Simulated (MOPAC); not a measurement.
A run for MOPAC: AM1 on CH5BO (SMILES BOC), a point of a bond scan (R = 2.742 Å).

```
AM1 1SCF PRECISE CHARGE=0 THREADS=1
CH5BO

B     -0.29601612 1     0.11287921 1     1.27194518 1
H     -2.33867880 1     1.06456792 1     2.83492251 1
H      0.69681460 1    -0.37886937 1     1.73084670 1
O     -0.44734906 1     0.21797670 1    -0.05665238 1
C      0.53525936 1    -0.23564232 1    -0.98322630 1
H      1.39622510 1    -0.66492676 1    -0.46632952 1
H      0.08263230 1    -0.98692983 1    -1.63070172 1
H      0.85577534 1     0.60971339 1    -1.59246502 1
```

Output:

```
*******************************************************************************
 **                                                                           **
 **                              MOPAC v23.2.5                                **
 **                                                                           **
 *******************************************************************************
 ** MOPAC's Digital Object Identifier: https://doi.org/10.5281/zenodo.6511958 **
 **                                                                           **
 ** Please cite the open-source release paper for use of this MOPAC version:  **
 ** J. E. Moussa and J. J. P. Stewart (2026)                                  **
 ** MOPAC: An open-source semiempirical molecular orbital program             **
 ** J. Open Source Softw., 11(119), 8025, https://doi.org/10.21105/joss.08025 **
 *******************************************************************************

                              AM1 CALCULATION RESULTS

 *******************************************************************************
 *  AM1        - The AM1 Hamiltonian to be used
 *
 *
 *
 *                 CHARGE ON SYSTEM = 0
 *
 *
 *
 *  PRECISE    - TIGHTER CRITERIA TO BE USED
 *  1SCF       - DO 1 SCF AND THEN STOP
 *  THREADS=1  - MULTI-THREADING NOT USED
 *  T=         - A TIME OF 172800.0 SECONDS REQUESTED
 *  DUMP=N     - RESTART FILE WRITTEN EVERY 7200.0 SECONDS REQUESTED
 *******************************************************************************
AM1 1SCF PRECISE CHARGE=0 THREADS=1
 CH5BO

   ATOM   CHEMICAL          X               Y               Z
  NUMBER   SYMBOL      (ANGSTROMS)     (ANGSTROMS)     (ANGSTROMS)

     1       B         -0.29601612  *   0.11287921  *   1.27194518  *
     2       H         -2.33867880  *   1.06456792  *   2.83492251  *
     3       H          0.69681460  *  -0.37886937  *   1.73084670  *
     4       O         -0.44734906  *   0.21797670  *  -0.05665238  *
     5       C          0.53525936  *  -0.23564232  *  -0.98322630  *
     6       H          1.39622510  *  -0.66492676  *  -0.46632952  *
     7       H          0.08263230  *  -0.98692983  *  -1.63070172  *
     8       H          0.85577534  *   0.60971339  *  -1.59246502  *



          CARTESIAN COORDINATES

    NO.       ATOM           X           Y           Z

     1         B         -0.2960      0.1129      1.2719
     2         H         -2.3387      1.0646      2.8349
     3         H          0.6968     -0.3789      1.7308
     4         O         -0.4473      0.2180     -0.0567
     5         C          0.5353     -0.2356     -0.9832
     6         H          1.3962     -0.6649     -0.4663
     7         H          0.0826     -0.9869     -1.6307
     8         H          0.8558      0.6097     -1.5925

  H: (AM1): M.J.S. DEWAR ET AL, J. AM. CHEM. SOC. 107 3902-3909 (1985)
  B: (AM1): M.J.S. DEWAR ET AL, ORGANOMETALLICS, 7, 513-521 (1988)
  C: (AM1): M.J.S. DEWAR ET AL, J. AM. CHEM. SOC. 107 3902-3909 (1985)
  O: (AM1): M.J.S. DEWAR ET AL, J. AM. CHEM. SOC. 107 3902-3909 (1985)

           Empirical Formula: C H5 O B  =     8 atoms



      MOLECULAR POINT GROUP   :   Cs


      RHF CALCULATION, NO. OF DOUBLY OCCUPIED LEVELS = 9


 -------------------------------------------------------------------------------
 AM1 1SCF PRECISE CHARGE=0 THREADS=1
 CH5BO



     1SCF WAS SPECIFIED, SO BFGS WAS NOT USED
     SCF FIELD WAS ACHIEVED


                              AM1 CALCULATION
                                                       MOPAC v23.2.5 Linux




          FINAL HEAT OF FORMATION =         87.51517 KCAL/MOL =     366.16348 KJ/MOL


          COSMO AREA              =        100.88 SQUARE ANGSTROMS
          COSMO VOLUME            =         78.64 CUBIC ANGSTROMS

          IONIZATION POTENTIAL    =          7.357743 EV
          HOMO LUMO ENERGIES (EV) =         -7.358 -1.679
          NO. OF FILLED LEVELS    =          9
          MOLECULAR WEIGHT        =         43.8599         POINT GROUP:  Cs

          MOLECULAR DIMENSIONS (Angstroms)

            Atom       Atom       Distance
            H     8    H     2     5.47843
            H     3    H     7     2.49875
            H     2    H     3     1.49773


          SCF CALCULATIONS        =          1





   ATOM   CHEMICAL          X               Y               Z
  NUMBER   SYMBOL      (ANGSTROMS)     (ANGSTROMS)     (ANGSTROMS)

     1       B         -0.29601612  *   0.11287921  *   1.27194518  *
     2       H         -2.33867880  *   1.06456792  *   2.83492251  *
     3       H          0.69681460  *  -0.37886937  *   1.73084670  *
     4       O         -0.44734906  *   0.21797670  *  -0.05665238  *
     5       C          0.53525936  *  -0.23564232  *  -0.98322630  *
     6       H          1.39622510  *  -0.66492676  *  -0.46632952  *
     7       H          0.08263230  *  -0.98692983  *  -1.63070172  *
     8       H          0.85577534  *   0.60971339  *  -1.59246502  *

                             CARTESIAN COORDINATES

   1    B       -0.296016120     0.112879210     1.271945180
   2    H       -2.338678800     1.064567920     2.834922510
   3    H        0.696814600    -0.378869370     1.730846700
   4    O       -0.447349060     0.217976700    -0.056652380
   5    C        0.535259360    -0.235642320    -0.983226300
   6    H        1.396225100    -0.664926760    -0.466329520
   7    H        0.082632300    -0.986929830    -1.630701720
   8    H        0.855775340     0.609713390    -1.592465020


           Empirical Formula: C H5 O B  =     8 atoms



      MOLECULAR POINT GROUP   :   Cs


                  EIGENVALUES
 -38.67136 -28.34664 -20.96604 -16.69462 -16.11415 -14.75560 -12.28533 -12.01482
  -7.35774  -1.67930   2.55518   3.34154   3.83058   4.14760   4.36614   4.67568
   7.61309


              NET ATOMIC CHARGES AND DIPOLE CONTRIBUTIONS

  ATOM NO.   TYPE          CHARGE      No. of ELECS.   s-Pop       p-Pop
    1          B           0.199116        2.8009     1.44431     1.35658
    2          H          -0.044271        1.0443     1.04427
    3          H          -0.028655        1.0287     1.02865
    4          O          -0.309691        6.3097     1.83607     4.47362
    5          C          -0.041923        4.0419     1.23007     2.81185
    6          H           0.059625        0.9404     0.94037
    7          H           0.082899        0.9171     0.91710
    8          H           0.082899        0.9171     0.91710
 DIPOLE           X         Y         Z       TOTAL
 POINT-CHG.     1.449    -0.684    -0.759     1.773
 HYBRID         0.440    -0.207    -0.255     0.549
 SUM            1.889    -0.891    -1.014     2.322


          ATOMIC ORBITAL ELECTRON POPULATIONS

     Atom    s        px        py        pz
    1  B   1.44431   0.48644   0.28315   0.58698
    2  H   1.04427
    3  H   1.02865
    4  O   1.83607   1.48068   1.70278   1.29016
    5  C   1.23007   0.90445   0.99751   0.90989
    6  H   0.94037
    7  H   0.91710
    8  H   0.91710

 **********************
 *                    *
 * JOB ENDED NORMALLY *
 *                    *
 **********************




 == MOPAC DONE ==
```

The run finished.

Cost: roughly 0.020 core-seconds.
